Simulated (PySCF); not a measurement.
**Excited states of Mo⁶⁺ (molybdenum, charge +6)**

Ground state [Kr], ¹S. Computed with PySCF 2.14 in def2-TZVP with the def2 core potential (28 electrons) (6s4p3d1f, 40 functions), with scalar relativity through the core potential. Vertical excitation energies in eV without spin-orbit coupling; excited terms of each kind are numbered among those the solver found.

| term | leading excitation | TDA-wB97X | TD-wB97X |
| --- | --- | --- | --- |
| 1 3P° | 4p → d | 40.386 | 40.329 |
| 1 3F° | 4p → d | 41.470 | 41.429 |
| 1 3D° | 4p → d | 42.574 | 42.572 |
| 1 1D° | 4p → d | 42.574 | 42.572 |
| 1 1F° | 4p → d | 44.005 | 43.989 |
| 1 1P° | 4p → d | 56.032 | 54.202 |
| 1 3S | 4p → p | 70.236 | 70.224 |
| 1 3D | 4s → d | 70.528 | 70.515 |
| 2 3D | 4p → p | 71.143 | 71.140 |
| 1 1D | 4p → p | 71.229 | 71.227 |
| 1 1P | 4p → p | 71.603 | 71.603 |
| 1 1S | 4p → p | 73.314 | 73.258 |
| 2 1D | 4s → d | 74.322 | 74.239 |

Where a singlet and its triplet coincide, the exchange integral that splits them vanishes by symmetry for a single excitation; correlation beyond this level separates them.

Oscillator strength of the first ¹S → ¹P° line: TDA-wB97X 8.41, TD-wB97X 6.42.

The spin-orbit splitting of the hole, absent here, rivals or exceeds the spacing of these terms, so the LS terms are model states.

The solver can miss terms.
